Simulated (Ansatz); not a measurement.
Reaction (formal exchange of groups at the Si–F bond): `N#C[SiH](F)Cl` + `F[SiH3]` → `N#C[SiH](Cl)[SiH2]F` + H–F

Isolated molecules relaxed with PBE0-D4/def2-TZVP in Ansatz; ΔE leaves out vibrations. CCSD(T)/CBS adds triple-zeta CCSD(T) − MP2 to the extrapolated MP2 energy (def2 sets, frozen cores). This one scheme is used for every species. DFT in def2-TZVPP. B3LYP here is the variant with VWN-RPA as its local correlation; programs differ in this. Each species was taken in one conformer, which may not be the lowest.

```csv
level,ΔE (kcal/mol)
B3LYP-D4,34.6
BHLYP-D4,36.7
ωB97X-V,35.2
CCSD(T)/def2-SVP,35.7
MP2/def2-TZVPP,36.7
SCS-MP2/def2-TZVPP,38.1
HF/def2-QZVPP,42.8
MP2/CBS(def2),35.9
```

(1) What does CCSD(T)/CBS give? (An estimate is asked.)

Largest T1 diagnostic among the species: 0.012.

## Answers

(1) Computed: +34.9 kcal/mol. The listed levels differ from it by -0.3, 1.8, 0.3, 0.8, 1.8, 3.2, 7.9, 1.0 kcal/mol.

From BLYP to BHLYP (50 % exact exchange), in def2-TZVPP and without D4, ΔE moves by +2.9 kcal/mol. The D4 term adds −2.3 kcal/mol with B3LYP and −1.3 kcal/mol with PBE0; it sums over pairs of atoms, weighted by their polarisabilities, and B3LYP, whose exchange is more repulsive, gets the larger term. In def2-TZVPP, CCSD(T) changes the Hartree–Fock value by −6.5 kcal/mol (the triples alone add −0.9 kcal/mol) and MP2 by −5.5 kcal/mol.
